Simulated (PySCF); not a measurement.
Computed data sheet: `O=C([O-])c1cc(F)c(CF)s1`

Compound: C6H3F2O2S (charge -1).
Z-matrix (Å and degrees, PBE0-D3(BJ)/def2-SVP geometry), rows numbered from 1:
```
O 
C   1  1.2440
O   2  1.2395  1  132.23
C   2  1.5385  1  113.29  3  -179.87
C   4  1.3742  2  130.04  1   179.17
C   5  1.4119  4  111.25  2  -179.24
F   6  1.3415  5  122.69  4   179.44
C   6  1.3770  5  115.31  4     0.46
C   8  1.4765  6  126.47  5  -178.36
F   9  1.3900  8  113.54  6    96.48
S   4  1.7220  2  118.07  1     0.01
H   5  1.0894  4  122.11  2     0.46
H   9  1.1029  8  109.01  6   -23.29
H   9  1.1035  8  111.08  6  -142.95
```

Some functional groups and rings: carboxylate, aromatic ring with sulfur and C–F bond.

PBE0-D3(BJ)/def2-SVP geometry optimisation, gas phase (PySCF):

* Point group: C1
* Rotational constants A, B, C: 1.886, 0.600, 0.471 GHz

**CAM-B3LYP/def2-SVPD ground state and vertical TDDFT (core frozen in the response) (PySCF)**

* HOMO energy: -4.08 eV
* LUMO energy: 3.27 eV
* HOMO–LUMO gap: 7.35 eV
* Lowest singlet excitation: 4.26 eV (291 nm, f = 0.000)
* Strongest line among the 6 lowest singlet transitions: S4 at 5.17 eV (240 nm, f = 0.234)
* Static isotropic polarisability: 104.2 au
* Electronic spatial extent ⟨r²⟩ about the centre of nuclear charge: 2172 bohr²

Monoisotopic mass of the ion (most abundant isotopes, electron mass counted): 176.9827 u.

In wavenumbers S1 is 34300 cm⁻¹ (1 eV = 8065.54 cm⁻¹). The principal polarisabilities are 66.3, 109.8 and 136.5 au; their mean is the isotropic value. The polarisability is 15.44 Å³ as a volume (1 au = 0.148185 Å³), or 1.16 au for each of the 90 electrons. The largest Löwdin shares of the HOMO are 0.60 on O3, 0.26 on O1 and 0.07 on C2.

One conformer stands for the species.
